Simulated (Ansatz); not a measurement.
Two isomers of CH6FNSi2: A = `FC1([SiH3])N[SiH2]1`, B = `N[Si]1(F)C[SiH2]1`.

Calculated with Ansatz (gas phase, PBE0-D4/def2-TZVP geometries, no zero-point term in ΔE). CCSD(T)/CBS is the MP2 limit (def2-TZVPP, def2-QZVPP) plus CCSD(T) − MP2 in def2-TZVPP, frozen cores. Functionals use def2-TZVPP. B3LYP here is the variant with VWN-RPA as its local correlation; programs differ in this. One conformer a species, not always the lowest.

Task: Which isomer does CCSD(T)/CBS put lower? Give the gap. (Best estimate.)

Result: Ansatz gave: B, by 74.6 kcal/mol.

Task: Give E(B) − E(A) in kcal/mol with ωB97M-V, PBE0-D4, HF/def2-TZVPP, r2SCAN-D4, PBE-D4, B3LYP, CCSD/def2-TZVPP. (Estimate.)

Result: The calculation gave: ωB97M-V -72.0, PBE0-D4 -73.0, HF/def2-TZVPP -73.2, r2SCAN-D4 -73.5, PBE-D4 -70.1, B3LYP -71.0, CCSD/def2-TZVPP -74.0. None reverses the order clearly.

Largest T1 diagnostic: 0.014.

From PBE to PBE0 (25 % exact exchange), in def2-TZVPP and without D4, E(B) − E(A) moves by −2.9 kcal/mol.
